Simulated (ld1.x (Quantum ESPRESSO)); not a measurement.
## germanium: one change to an ultrasoft potential, before and after

- Element: germanium (Ge)
- Generator: ld1.x (Quantum ESPRESSO) 7.5
- Type: ultrasoft
- Functional: LDA (PZ)
- Relativity: non-relativistic
- Frozen core: [Ar] 3d10
- Valence charge: 4
- Reference configuration: 4s2 4p2
- Partial waves: 4s (bound): rcut 1.70, rcutus 2.05 bohr; 4s channel at -0.45 Ry: rcut 1.70, rcutus 2.05 bohr; 4p (bound): rcut 1.65, rcutus 1.75 bohr; 4p channel at 1.25 Ry: rcut 1.65, rcutus 1.75 bohr
- Local potential: all-electron potential smoothed inside 1.50 bohr (lloc = -1)
- Core correction: a·sin(br)/r model core inside 1.20 bohr
- Augmentation charge: built from norm-conserving waves at rcut, not smoothed further

Change: functional PBE.

Cutoffs: the cutoffs (Ry, on a coarse ladder) from which the occupation-weighted sum of valence levels, in a spherical-Bessel basis at the reference potential, stays within 10 and 1 mRy of its value at 400 Ry; they do not see the model core or the augmentation charge, which bear on the density cutoff. Errors are all-electron minus pseudo energies relative to the spin-unpolarised reference configuration.

Task: What does the change do?

Result: The potential gets neither clearly harder nor softer (6 Ry and 15 Ry → 6 Ry and 15 Ry); the number of tests with a reliable result goes from 9 to 7; of the 7 tests that both files solve, the error grows in 2 and shrinks in 0 by more than 15 % and 0.3 meV (median size 23.3 → 24.0 meV); neither file shows a bound ghost.

| quantity | base | changed |
| --- | --- | --- |
| cutoff, loose | 6 Ry | 6 Ry |
| cutoff, tight | 15 Ry | 15 Ry |
| bound ghosts | none | none |
| error for 4s2 4p1, meV [ΔE 7.66 → 7.48 eV] | -4.7 | -4.8 |
| error for 4s2 4p0, meV [ΔE 23.39 → 22.93 eV] | -41 | -42 |
| error for 4s1 4p0, meV [ΔE 58.05 → 57.17 eV] | -237 | -240 |
| error for 4s1 4p2, meV [ΔE 16.02 → 15.77 eV] | -23 | -24 |
| error for 4s0 4p4, meV [ΔE 15.55 → 15.40 eV] | -31 | -36 |
| error for 4s1 4p3, meV [ΔE 7.66 → 7.59 eV] | -7.7 | -8.9 |
| error for 4s2 4p1.5, meV [ΔE 2.90 → 2.82 eV] | -0.7 | -0.7 |
| s: phases at 2.26 bohr within 0.05 rad from the reference energy up to (Ry; the scan ends near 5) | 3.6 | 3.5 |
| p: phases at 2.26 bohr within 0.05 rad from the reference energy up to (Ry; the scan ends near 5) | to the end of the scan | to the end of the scan |
| lowest overlap eigenvalue by channel | s 0.32, p 0.28 | s 0.32, p 0.27 |
